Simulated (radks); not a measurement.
Results of a calculation; reference values are marked as such.
Task: These are the eigenvalues of the occupied orbitals of an atom or ion with whole-number occupations (hartree). Level of theory: Dirac Kohn-Sham, PBE, spin-unpolarised, spherical densities, point nucleus (a radial shooting solver on a logarithmic mesh with Libxc functionals).

1s1/2: -115.7901
2s1/2: -12.01435
2p1/2: -9.60681
2p3/2: -9.52448
3s1/2: -1.85693
3p1/2: -1.30652
3p3/2: -1.29833

Which element is it, and in what charge state? The configuration may be excited. Open shells, if any, fill j = l - 1/2 first.

Result: Z = 18, argon, charge +2: Ar2+ in [Ne] 3s2 3p4. The list shows which subshells hold electrons but not how many an open one holds; the 1s level, -115.79 hartree, gives Z - s = 15.2 by -(Z - s)^2/2, which with screening and relativity narrows Z to a few neighbours, and the depths of the outer levels then fix element, charge and occupations together.
